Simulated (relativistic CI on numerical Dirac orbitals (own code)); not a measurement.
## One change at a time: Ge29+

Base calculation: Dirac-Coulomb-Breit CI, orbitals from a KLI potential per configuration, QED by a radiative potential, unscaled Slater integrals.

Configuration list (outside the closed core 1s2): 2s, 2p, 3s, 3p, 3d, 4s, 4p, 4d, 4f, 5s, 5p, 5d, 5f, 5g, 6s, 6p, 6d. Levels of other configurations are missing.

Variants: (1) P86 correlation estimate; (2) non-relativistic limit. Shifts of the energy above 2s 2S_1/2, in eV, for the lowest level and the first level of each name with at least 55 % of one term (blank where a level changes its place among those of its configuration and J or its character, or is not in the variant):

```
     Level     Base   Δ(1)    Δ(2)
 2s 2S_1/2     0.00   0.00    0.00
2p 2P°_1/2    62.06  +0.05   -3.67
2p 2P°_3/2   101.18  +0.05  -42.79
 3s 2S_1/2  1792.60  +0.08  -33.03
3p 2P°_1/2  1809.83  +0.08  -33.98
3p 2P°_3/2  1821.41  +0.08  -45.56
 3d 2D_3/2  1827.75  +0.08  -45.32
 3d 2D_5/2  1831.41  +0.08  -48.97
 4s 2S_1/2  2411.10  +0.31  -42.74
4p 2P°_1/2  2418.19  +0.32  -43.11
4p 2P°_3/2  2423.07  +0.32  -47.98
 4d 2D_3/2  2425.70  +0.36  -47.90
 4d 2D_5/2  2427.24  +0.36  -49.44
4f 2F°_5/2  2427.38  +0.24  -49.43
4f 2F°_7/2  2428.15  +0.24  -50.20
 5s 2S_1/2  2695.09  +0.46  -46.50
5p 2P°_1/2  2698.68  +0.46  -46.67
5p 2P°_3/2  2701.17  +0.46  -49.16
 5d 2D_3/2  2702.51  +0.46  -49.12
 5d 2D_5/2  2703.30  +0.46  -49.91
5f 2F°_5/2  2703.38  +0.43  -49.91
5f 2F°_7/2  2703.77  +0.43  -50.30
```

At this charge energies of transitions that change n are usually good to better than 1 %, and those within a shell (Δn = 0) to a few per cent.

Ionisation energy from the two ground configurations alone: base 3194.04 eV; P86 correlation estimate 3194.98 eV. The NIST ASD value (theoretical) is 3194.29 eV.
